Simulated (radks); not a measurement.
Spherical quantum dot in the effective-mass picture: electrons in a parabolic well V = omega^2 r^2 / 2 with omega = 0.434, with a point charge +1 (a donor) at the centre, all in effective atomic units (hartree* = m*/eps^2 hartree, bohr* = eps/m* bohr), one dielectric constant everywhere. Method: non-relativistic Kohn-Sham, LDA (Slater exchange, Perdew-Wang correlation), spin-polarised, spherical densities; computed with a radial shooting solver with Libxc functionals. Levels are named by radial order and angular momentum (1s, 1p, 1d, 2s, ...), and open shells are averaged over m.

N = 13, configuration 1s2 1p6 1d(up 3, down 0) 2s2. This is the lowest configuration that the search found. Occupied and some empty levels:

| level | occupation | eigenvalue (hartree*) | <r> (bohr*) |
|---|---|---|---|
| 1s up | 1 | 4.0608 | 2.091 |
| 1s down | 1 | 4.0799 | 2.022 |
| 1p up | 3 | 4.3288 | 3.124 |
| 1p down | 3 | 4.3621 | 3.110 |
| 2s up | 1 | 4.4954 | 2.875 |
| 2s down | 1 | 4.5184 | 2.926 |
| 1d up | 3 | 4.5629 | 3.555 |
| 1d down | 0 | 4.5980 | 3.562 |
| 1f up | 0 | 4.8228 | 3.885 |
| 1f down | 0 | 4.8569 | 3.902 |
| 2p up | 0 | 4.9091 | 3.390 |
| 2p down | 0 | 4.9305 | 3.400 |
| 1g up | 0 | 5.1066 | 4.170 |
| 1g down | 0 | 5.1383 | 4.191 |

Energy (hartree*): total 33.1340, kinetic 4.9308, external 7.0232, Hartree 24.925, exchange-correlation -3.7447.

Electron density:

| r (bohr*) | n(r) (e/bohr*^3) |
|---|---|
| 0.129 | 0.5278 |
| 0.454 | 0.2824 |
| 0.779 | 0.1586 |
| 1.10 | 0.09584 |
| 1.43 | 0.06502 |
| 1.75 | 0.05131 |
| 2.08 | 0.04626 |
| 2.40 | 0.04452 |
| 2.73 | 0.04263 |
| 3.05 | 0.03879 |
| 3.38 | 0.03268 |
| 3.70 | 0.02509 |
| 4.03 | 0.01740 |
| 4.35 | 0.01083 |
| 4.68 | 0.006038 |
| 5.00 | 0.003005 |
| 5.33 | 0.001337 |
| 5.65 | 0.0005310 |
| 5.98 | 0.0001886 |
| 6.30 | 0.00006006 |
